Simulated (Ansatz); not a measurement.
Reaction (isomerisation): `F[Si](F)(Cl)[GeH3]` → `F[SiH2][GeH]([F])[Cl]`

Calculated with Ansatz (gas phase, PBE0-D4/def2-TZVP geometries, no zero-point term in ΔE). CCSD(T)/CBS adds triple-zeta CCSD(T) − MP2 to the extrapolated MP2 energy (def2 sets, frozen cores). DFT in def2-TZVPP. B3LYP here is the variant with VWN-RPA as its local correlation; programs differ in this. For Ge outer-core shells are correlated without core-valence functions, which leaves a few kJ/mol of doubt a bond. Scalar relativity is left out up to krypton. Each species was taken in one conformer, which may not be the lowest.

| level | ΔE (kJ/mol) | difference from CCSD(T)/CBS |
| --- | --- | --- |
| r2SCAN-D4 | 134.7 | -2.5 |
| PBE0-D4 | 131.0 | -6.2 |
| B3LYP-D4 | 126.3 | -10.9 |
| ωB97X-V | 127.1 | -10.1 |
| ωB97M-V | 134.4 | -2.8 |
| B2PLYP | 127.5 | -9.7 |
| PBE | 124.7 | -12.5 |
| r2SCAN | 134.5 | -2.7 |
| PBE0 | 129.8 | -7.4 |
| B3LYP | 123.6 | -13.6 |
| MP2/def2-TZVPP | 134.2 | -3.0 |
| SCS-MP2/def2-TZVPP | 126.4 | -10.8 |
| CCSD(T)/def2-TZVPP | 132.0 | -5.2 |
| MP2/def2-QZVPP | 137.4 | 0.2 |
| HF/CBS(def2) | 119.8 | -17.4 |
| CCSD/CBS(def2) | 137.0 | -0.2 |
| CCSD(T)/CBS | 137.2 | 0 |

Largest T1 diagnostic among the species: 0.012.

In def2-TZVPP, CCSD(T) changes the Hartree–Fock value by +13.0 kJ/mol (the triples alone add +0.2 kJ/mol) and MP2 by +15.2 kJ/mol. From PBE to PBE0 (25 % exact exchange), in def2-TZVPP and without D4, ΔE moves by +5.1 kJ/mol.
